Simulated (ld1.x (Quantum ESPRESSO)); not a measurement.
**What one change does to a pseudopotential (tantalum (Ta), ultrasoft)**

ld1.x (Quantum ESPRESSO) 7.5 input, shortened:

```
&input
   title='Ta', zed=73., rel=1, dft='PBE', iswitch=3,
   config='[Xe] 4f14 5d3 6s1.5 6p0'
 /
 &inputp
   pseudotype=3, tm=.true., lloc=-2, rcloc=2.40,
   nlcc=.false.,
   which_augfun='PSQ', rmatch_augfun=2.35
 /
6
6S  1  0   1.50   0.00  2.75  2.95  0.0
6S  1  0   0.00   0.80  2.75  2.95  0.0
6P  2  1   0.00   0.00  2.95  3.95  0.0
6P  2  1   0.00   1.00  2.95  3.95  0.0
5D  3  2   3.00   0.00  2.20  2.95  0.0
5D  3  2   0.00   3.30  2.20  2.95  0.0
 &test
   configts(1)='5d3 6s1.5 6p0'
 /
```

Change: all radii scaled by about 0.93 (s 2.74, p 3.66, d 2.74 bohr, rcut 2.56/2.74/2.04); local potential all-electron potential smoothed inside 2.22 bohr (lloc = -2); augmentation PSQ, radius 2.18 bohr.

Cutoffs: the cutoffs (Ry, on a coarse ladder) from which the occupation-weighted sum of valence levels, in a spherical-Bessel basis at the reference potential, stays within 10 and 1 mRy of its value at 400 Ry; they do not see the model core or the augmentation charge, which bear on the density cutoff. Errors are all-electron minus pseudo energies relative to the spin-unpolarised reference configuration.

Problem. Predict the effect on cutoff, ghosts and configuration errors.

Solution. The potential gets harder (10 Ry and 12 Ry → 12 Ry and 15 Ry); the number of tests with a reliable result goes from 7 to 2 (the test run of the changed file stopped, so its transferability is not established); neither file shows a bound ghost. A smaller radius makes the pseudo-wave follow the all-electron one further in, where it bends more sharply, so more plane waves are needed.

```csv
quantity,base,changed
"cutoff, loose",10 Ry,12 Ry
"cutoff, tight",12 Ry,15 Ry
loose cutoff by channel (10 mRy a level),"s 6 Ry, d 10 Ry","s 6 Ry, d 12 Ry"
bound ghosts,none,none
tests with a reliable result,7 of 7,2 of 7 (the test run stopped)
"error for 5d3 6s2 6p0, meV [ΔE -3.46 eV]",+1.5,+8.9
"error for 5d3 6s1 6p0, meV [ΔE 5.01 eV]",-1.6,+13
lowest overlap eigenvalue by channel,"s 0.46, p 0.55, d 0.79","s 0.47, p 0.54, d 0.85"
```
